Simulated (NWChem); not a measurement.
Molecule: C5H5N; SMILES C=C/C=C/C#N

```xyz
11

C      0.4158    -2.8508     0.0000
C     -0.3538    -1.7507     0.0000
C      0.1815    -0.4028     0.0000
C     -0.5874     0.7089     0.0000
C     -0.0441     2.0256     0.0000
N      0.3838     3.1090     0.0000
H      1.5014    -2.7857     0.0000
H     -0.0136    -3.8477     0.0000
H     -1.4389    -1.8488     0.0000
H      1.2651    -0.2975     0.0000
H     -1.6729     0.6357     0.0000
```
Atoms are numbered in this order, from 1.

All runs: NWChem. Medium grid unless said otherwise, to which SCAN and Minnesota functionals are sensitive. Geometry: optimised at B3LYP/6-31G* (spherical d). Total energies of different functionals are on different scales.

```json
[
 {"level": "B3LYP/def2-SVP", "energy (Ha)": "-248.0562", "highest occupied level (eV)": "-7.10", "orbital gap (eV)": "4.84", "dipole (D)": "4.50", "relative time": "2"},
 {"level": "PBE/def2-SVP", "energy (Ha)": "-247.7358", "highest occupied level (eV)": "-6.35", "orbital gap (eV)": "3.39", "dipole (D)": "4.37", "relative time": "2"},
 {"level": "LRC-wPBEh/def2-SVP", "energy (Ha)": "-247.7892", "highest occupied level (eV)": "-9.11", "orbital gap (eV)": "8.58", "dipole (D)": "4.55", "relative time": "6"},
 {"level": "M06-2X/def2-SVP", "energy (Ha)": "-247.9357", "highest occupied level (eV)": "-8.42", "orbital gap (eV)": "7.15", "dipole (D)": "4.52", "relative time": "1"},
 {"level": "PW6B95/def2-SVP", "energy (Ha)": "-248.3686", "highest occupied level (eV)": "-7.41", "orbital gap (eV)": "5.39", "dipole (D)": "4.51", "relative time": "1"},
 {"level": "LC-BLYP (range parameter 0.33 per bohr)/def2-SVP", "energy (Ha)": "-247.3685", "highest occupied level (eV)": "-9.43", "orbital gap (eV)": "9.34", "dipole (D)": "4.40", "relative time": "6"},
 {"level": "BLYP/def2-SVP", "energy (Ha)": "-247.9570", "highest occupied level (eV)": "-6.12", "orbital gap (eV)": "3.37", "dipole (D)": "4.32", "relative time": "1"},
 {"level": "M06/def2-SVP", "energy (Ha)": "-247.8576", "highest occupied level (eV)": "-7.43", "orbital gap (eV)": "5.31", "dipole (D)": "4.63", "relative time": "2"},
 {"level": "B97-D/def2-SVP", "energy (Ha)": "-247.8793", "highest occupied level (eV)": "-6.28", "orbital gap (eV)": "3.41", "dipole (D)": "4.44", "relative time": "2"},
 {"level": "RPBE/def2-SVP", "energy (Ha)": "-248.0798", "highest occupied level (eV)": "-6.28", "orbital gap (eV)": "3.40", "dipole (D)": "4.33", "relative time": "1"}
]
```

Relative times are rough (shared machine, one core).
